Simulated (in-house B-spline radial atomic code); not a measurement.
Configurations of Eu VII (Eu6+), with energies counted from [Kr] 4d10 4f5 5s2 5p4. All numbers are computed (scalar-relativistic (X2C) LDA exchange-only, spin-polarised, spherical fractional occupations; Fermi nucleus of rms radius 5.1115 fm) with a radial B-spline atomic code at the basis-set limit, not measured. Shells without spins written out take the highest spin.

Occupations are held fixed; configurations that lie above the ionisation limit could autoionise.

```csv
configuration,E - E(ref) (eV),highest orbital,its <r> (bohr)
"[Kr] 4d10 4f(2 up, 4 down) 5s2 5p(2 up, 1 down)",20.053,4f up,0.8318
[Kr] 4d10 4f4 5s2 5p4 5d1,25.772,5d up,1.717
[Kr] 4d10 4f5 5s2 5p3 5d1,26.706,5d up,1.741
[Kr] 4d10 4f4 5s2 5p4 6p1,47.484,6p up,2.774
"[Kr] 4d10 4f(0 up, 4 down) 5s2 5p(1 up, 3 down) 6f(1 up, 0 down)",71.545,6f up,4.546
"[Kr] 4d10 4f(2 up, 3 down) 5s2 5p(1 up, 2 down) 6d(0 up, 1 down)",71.665,6d down,3.405
[Kr] 4d9 4f6 5s2 5p4,128.15,4f up,0.7862
[Kr] 4d9 4f5 5s2 5p4 5f1,185.44,5f up,2.475
```

(1) Order these further configurations by energy, lowest first.
A. [Kr] 4d10 4f4 5s2 5p4 6f1
B. [Kr] 4d10 4f(3 up, 2 down) 5s2 5p(3 up, 1 down)
C. [Kr] 4d10 4f4 5s2 5p5
D. [Kr] 4d10 4f5 5s2 5p3 6p1
E. [Kr] 4d(4 up, 5 down) 4f(1 up, 4 down) 5s2 5p(3 up, 1 down) 6d(1 up, 0 down)

(2) How far above the reference does [Kr] 4d9 4f5 5s2 5p4 6d1 lie?

(3) How far above the reference does [Kr] 4d10 4f(4 up, 1 down) 5s2 5p(2 up, 2 down) lie?

(4) How far above the reference does [Kr] 4d9 4f5 5s2 5p4 6f1 lie?

(5) Is the reference the lowest configuration at this level of theory?

Results:

(1) C (-3.6565 eV), B (7.3132 eV), D (47.941 eV), A (70.989 eV), E (198.54 eV).

(2) 189.24 eV; its least bound orbital is 6d up with <r> = 3.347 bohr.

(3) 7.0775 eV; its least bound orbital is 4f down with <r> = 0.8024 bohr.

(4) 201 eV; its least bound orbital is 6f up with <r> = 4.443 bohr.

(5) No: [Kr] 4d10 4f4 5s2 5p5 lies 3.656 eV lower with this functional.
